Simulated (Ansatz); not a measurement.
Computed with Ansatz.

A structure relaxed at PBE0-D4/def2-TZVP, charge 0, multiplicity 1:

Cartesian coordinates in Å:
```
N -0.665 -1.942 0.189
Al -0.664 -0.191 -0.009
O -2.187 0.547 -0.163
Si 1.435 1.064 -0.054
H -1.489 -2.521 0.216
H 0.165 -2.503 0.290
H -2.314 1.486 -0.276
H 1.600 1.814 -1.333
H 2.622 0.174 0.094
H 1.496 2.071 1.045
```

(1) Give its formula and SMILES.

(2) Point group (tolerance 0.08 Å, 0.16 Å for H)?

(3) Summarise the bond lengths by kind.

Answers

(1) AlH6NOSi, `[NH2][Al]([OH])[SiH3]`.

(2) Cs.

(3) 1 × Al–N 1.762 Å; 2 × H–N 1.006 to 1.007 Å; 1 × Al–O 1.699 Å; 1 × Al–Si 2.446 Å; 1 × H–O 0.955 Å; 3 × H–Si 1.491 to 1.492 Å.
